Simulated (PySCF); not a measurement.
CF4 (SMILES FC(F)(F)F), singlet, geometry from GFN2-xTB; TPSS/cc-pVDZ (PySCF).

PySCF was given this input:
```python
from pyscf import gto, scf, dft

mol = gto.M(
    atom='''
C     0.000000    0.000000   -0.000000
F     0.761567    0.766691    0.747684
F    -0.749402   -0.756914    0.769615
F    -0.767915    0.750644   -0.757410
F     0.755750   -0.760420   -0.759889
''',
    basis='cc-pvdz',
    charge=0,
    spin=0,
    verbose=4,
)

mf = dft.RKS(mol)
mf.xc = 'tpss'
mf.kernel()
```

Question: What does PySCF print? Leave out banner, timings and long lists.

Answer: 
```
PySCF version 2.14.0

[INPUT] verbose = 4
[INPUT] num. atoms = 5
[INPUT] num. electrons = 42
[INPUT] charge = 0
[INPUT] spin (= nelec alpha-beta = 2S) = 0
[INPUT] symmetry False subgroup None
[INPUT] Mole.unit = angstrom
[INPUT] Symbol           X                Y                Z      unit          X                Y                Z       unit  Magmom
[INPUT]  1 C      0.000000000000   0.000000000000   0.000000000000 AA    0.000000000000   0.000000000000   0.000000000000 Bohr   0.0
[INPUT]  2 F      0.761567000000   0.766691000000   0.747684000000 AA    1.439153055507   1.448836012169   1.412917987719 Bohr   0.0
[INPUT]  3 F     -0.749402000000  -0.756914000000   0.769615000000 AA   -1.416164537201  -1.430360159849   1.454361571357 Bohr   0.0
[INPUT]  4 F     -0.767915000000   0.750644000000  -0.757410000000 AA   -1.451149036945   1.418511577048  -1.431297464007 Bohr   0.0
[INPUT]  5 F      0.755750000000  -0.760420000000  -0.759889000000 AA    1.428160518640  -1.436985539642  -1.435982095070 Bohr   0.0

nuclear repulsion = 206.829469735901
number of shells = 25
number of NR pGTOs = 130
number of NR cGTOs = 70
basis = cc-pvdz
ecp = {}

******** <class 'pyscf.dft.rks.RKS'> ********
method = RKS
initial guess = minao
damping factor = 0
level_shift factor = 0
DIIS = <class 'pyscf.scf.diis.CDIIS'>
diis_start_cycle = 1
diis_space = 8
diis_damp = 0
SCF conv_tol = 1e-09
SCF conv_tol_grad = None
SCF max_cycles = 50
direct_scf = True
direct_scf_tol = 1e-13
XC library pyscf.dft.libxc version 7.1.2
    S. Lehtola, C. Steigemann, M. J. T. Oliveira, and M. A. L. Marques,  SoftwareX 7, 1–5 (2018)
XC functionals = tpss
    J. Tao, J. P. Perdew, V. N. Staroverov, and G. E. Scuseria,  Phys. Rev. Lett. 91, 146401 (2003)
    J. P. Perdew, J. Tao, V. N. Staroverov, and G. E. Scuseria,  J. Chem. Phys. 120, 6898 (2004)
    J. Tao, J. P. Perdew, V. N. Staroverov, and G. E. Scuseria,  Phys. Rev. Lett. 91, 146401 (2003)
    J. P. Perdew, J. Tao, V. N. Staroverov, and G. E. Scuseria,  J. Chem. Phys. 120, 6898 (2004)
radial grids:
    Treutler-Ahlrichs [JCP 102, 346 (1995); DOI:10.1063/1.469408] (M4) radial grids

becke partition: Becke, JCP 88, 2547 (1988); DOI:10.1063/1.454033
pruning grids: <function nwchem_prune>
grids dens level: 3
symmetrized grids: False
atomic radii adjust function: <function treutler_atomic_radii_adjust>
small_rho_cutoff = 0
Set gradient conv threshold to 3.16228e-05
Initial guess from minao.
tot grids = 71168
init E= -438.343623982463
  HOMO = -0.429394806803501  LUMO = 0.159732055351686  gap/eV = 16.03096
cycle= 1 E= -437.365655804595  delta_E= 0.978  |g|= 1.05  |ddm|=  2.2
  HOMO = -0.2989994535315  LUMO = 0.0990094569061392  gap/eV = 10.83037
cycle= 2 E= -436.998827144827  delta_E= 0.367  |g|= 1.87  |ddm|= 1.48
  HOMO = -0.361687332988557  LUMO = 0.161834710793389  gap/eV = 14.24576
cycle= 3 E= -437.543259292178  delta_E= -0.544  |g|= 0.037  |ddm|= 0.983
  HOMO = -0.368878709480616  LUMO = 0.15176918949112  gap/eV = 14.16755
cycle= 4 E= -437.543473476557  delta_E= -0.000214  |g|= 0.0203  |ddm|= 0.0467
  HOMO = -0.365642434533605  LUMO = 0.15589269191186  gap/eV = 14.19169
cycle= 5 E= -437.543550300003  delta_E= -7.68e-05  |g|= 0.00193  |ddm|= 0.0153
  HOMO = -0.36573507061009  LUMO = 0.155817390036727  gap/eV = 14.19217
cycle= 6 E= -437.543550831792  delta_E= -5.32e-07  |g|= 8.61e-05  |ddm|= 0.000844
  HOMO = -0.365740993507745  LUMO = 0.155814340072627  gap/eV = 14.19224
cycle= 7 E= -437.543550832892  delta_E= -1.1e-09  |g|= 2.29e-06  |ddm|= 4.27e-05
  HOMO = -0.365740956529063  LUMO = 0.155814521161572  gap/eV = 14.19225
cycle= 8 E= -437.543550832894  delta_E= -1.82e-12  |g|= 1.68e-06  |ddm|= 1.83e-06
  HOMO = -0.365740894863759  LUMO = 0.155814533080427  gap/eV = 14.19225
Extra cycle  E= -437.543550832893  delta_E= 1.14e-12  |g|= 3.02e-06  |ddm|= 2.63e-06
converged SCF energy = -437.543550832893
```
